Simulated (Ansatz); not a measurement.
## Ligand exchange: BH(CH3)F + Si(SiH3)F3 → BH(CH3)(SiH3) + SiF4

Species: BH(CH3)F, singlet; Si(SiH3)F3, singlet; BH(CH3)(SiH3), singlet; SiF4 (silicon tetrafluoride) `F[Si](F)(F)F`, singlet. The partners trade F for SiH3: B–F and Si–SiH3 bonds give way to B–SiH3 and Si–F.

Shapes, held fixed at every level: PBE0-D4/def2-TZVP. Programs: Ansatz 0.2.0. The zero-point and thermal change to 298 K, harmonic and unscaled (PBE0-D4/def2-TZVP), is -2.7 kJ/mol.

```json
{"level": "PBE-D4/def2-TZVPP", "kind": "GGA", "ΔH(298 K) (kJ/mol)": "+34.3", "less CCSD(T)/CBS estimate": "+21.3"}
{"level": "r2SCAN-D4/def2-TZVPP", "kind": "meta-GGA", "ΔH(298 K) (kJ/mol)": "+18.6", "less CCSD(T)/CBS estimate": "+5.6"}
{"level": "PBE0-D4/def2-TZVPP", "kind": "global hybrid", "ΔH(298 K) (kJ/mol)": "+25.6", "less CCSD(T)/CBS estimate": "+12.6"}
{"level": "wB97M-V/def2-TZVPP", "kind": "range-separated hybrid", "ΔH(298 K) (kJ/mol)": "+20.8", "less CCSD(T)/CBS estimate": "+7.8"}
{"level": "wB97X-V/def2-TZVPP", "kind": "range-separated hybrid", "ΔH(298 K) (kJ/mol)": "+24.0", "less CCSD(T)/CBS estimate": "+11.0"}
{"level": "CCSD(T)/def2-SVP", "kind": "coupled cluster or CI", "ΔH(298 K) (kJ/mol)": "+41.2", "less CCSD(T)/CBS estimate": "+28.2"}
{"level": "CCSD(T)/CBS estimate", "kind": "coupled cluster or CI", "ΔH(298 K) (kJ/mol)": "+13.0", "less CCSD(T)/CBS estimate": "0.0"}
```

The highest level, CCSD(T)/CBS estimate, gives ΔH(298 K) = +13.0 kJ/mol; the levels span +13.0 to +41.2. The column of differences is taken from that level and isn't an error. No measured value is set beside it here. The CBS estimate extrapolates MP2 from def2-TZVPP and def2-QZVPP and adds CCSD(T) − MP2 in the triple-zeta set, cores frozen.
